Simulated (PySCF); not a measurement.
Run record for `O=C(O)/C(=C/Cl)CCF`: B97-D/6-311G**, full TDDFT, 1 singlet.

Method: TDDFT B97-D/6-311G**, vertical, gas phase, core orbitals frozen in the response (PySCF 2.14.0, density-fitted response routines). Geometry: GFN2-xTB. A driver script takes a list of jobs; this job's settings line and coordinates (Å) are shown.

Command:
```bash
OMP_NUM_THREADS=1 python probes_run.py task.json out
```

Input:
```
{"job": {"kind": "uv", "xc": "B97-D", "basis": "6-311G**", "nstates": 1, "ntriplets": 5, "tda": false}, "charge": 0, "multiplicity": 1}
O      2.708054     0.204075    -0.121570
C      1.592893    -0.201142    -0.333297
O      1.357032    -1.466471    -0.716645
C      0.358482     0.607197    -0.216578
C      0.512933     1.881715     0.159179
Cl    -0.756139     2.988945     0.354032
C     -0.963081    -0.047226    -0.491600
C     -1.379681    -0.961162     0.660621
F     -1.577200    -0.230116     1.805091
H      2.196808    -1.947601    -0.784123
H      1.498230     2.278123     0.361287
H     -1.724640     0.720932    -0.629524
H     -0.894743    -0.657399    -1.392352
H     -0.605661    -1.700495     0.884714
H     -2.327701    -1.461385     0.438852
```

Problem. What does the run print?

Solution. 
```
coarse grid: 14032 points
cycle   1  E = -904.2118820130  dE =  1.323e+00  |g| = 1.215e+00  |ddm| = 3.379e+00
cycle   2  E = -903.0369750448  dE =  1.175e+00  |g| = 2.610e+00  |ddm| = 3.894e+00
cycle   3  E = -904.3630490883  dE = -1.326e+00  |g| = 7.262e-01  |ddm| = 3.339e+00
cycle   4  E = -904.4665032358  dE = -1.035e-01  |g| = 1.745e-01  |ddm| = 6.261e-01
cycle   5  E = -904.4702861985  dE = -3.783e-03  |g| = 8.148e-02  |ddm| = 1.601e-01
cycle   6  E = -904.4716543192  dE = -1.368e-03  |g| = 3.521e-02  |ddm| = 9.492e-02
cycle   7  E = -904.4719130546  dE = -2.587e-04  |g| = 1.421e-02  |ddm| = 3.965e-02
cycle   8  E = -904.4719619883  dE = -4.893e-05  |g| = 4.256e-03  |ddm| = 1.422e-02
cycle   9  E = -904.4719663047  dE = -4.316e-06  |g| = 1.105e-03  |ddm| = 5.745e-03
final grid: 134040 points
cycle  10  E = -904.4918837603  dE = -1.074e-04  |g| = 2.448e-02  |ddm| = 4.714e-02
cycle  11  E = -904.4915149317  dE =  3.688e-04  |g| = 4.857e-02  |ddm| = 6.062e-02
cycle  12  E = -904.4919732896  dE = -4.584e-04  |g| = 9.308e-03  |ddm| = 4.740e-02
cycle  13  E = -904.4919895982  dE = -1.631e-05  |g| = 2.502e-03  |ddm| = 8.111e-03
cycle  14  E = -904.4919907386  dE = -1.140e-06  |g| = 7.440e-04  |ddm| = 2.612e-03
cycle  15  E = -904.4919908341  dE = -9.550e-08  |g| = 2.603e-04  |ddm| = 6.126e-04
cycle  16  E = -904.4919908482  dE = -1.412e-08  |g| = 8.624e-05  |ddm| = 3.027e-04
cycle  17  E = -904.4919908503  dE = -2.067e-09  |g| = 2.315e-05  |ddm| = 1.020e-04
cycle  18  E = -904.4919908504  dE = -9.868e-11  |g| = 5.984e-06  |ddm| = 1.940e-05
converged SCF energy = -904.4919908504

Static polarisability (au): isotropic 74.365, principal 45.090 74.109 103.897

Singlet excitations
state   eV       nm        f      main configurations
  1   4.3023    288.2   0.00019   H-1->L 0.97

Triplet excitations (Tamm-Dancoff, eV): 3.4211 4.0292 5.0965 5.2797 5.5386
```

The SCF starts on a coarse grid where the log names one; the energy can jump when the final grid takes over, and dE then counts from the start density on the new grid. H and L stand for HOMO and LUMO; the number after each pair is its weight.

Problem. Give the mean polarisability as a volume in Å³, and the ratio of the largest to the smallest principal value.

Solution. 74.365 au × 0.148185 = 11.02 Å³; 103.897/45.090 = 2.30.

Problem. How does the lowest singlet excitation compare with the HOMO–LUMO gap?

Solution. HOMO -6.41 eV and LUMO -2.37 eV give a gap of 4.04 eV; S1 at 4.30 eV lies 0.26 eV above it.

In short: SCF converged in 18 cycles with 206 basis and 941 fitting functions; HOMO -6.41 eV, LUMO -2.37 eV; lowest singlet 4.30 eV; lowest triplet 3.42 eV (Tamm–Dancoff); mean polarisability 74.4 au.

All basis functions are spherical, in the Pople sets too.

Problem. How long does this job take on an Arm Neoverse N1 with one thread, no GPU, shared host with 64 logical CPUs at a one-minute load of 59? And the peak memory of the process?

Solution. About 76 s, with 0.75 GiB resident at the peak, the Python interpreter and its libraries included.

Conformer computed: `[O:1]=[C:2]([OH:3])/[C:4](=[CH:5]/[Cl:6])[CH2:7][CH2:8][F:9]`: O1–C2–C4–C5 0°, C2–C4–C7–C8 75°, C4–C7–C8–F9 64°, H–O3–C2–O1 0°.

One conformer stands for the species.

Note: B97-D ran without an empirical dispersion term, which enters the total energy and its gradient alone.
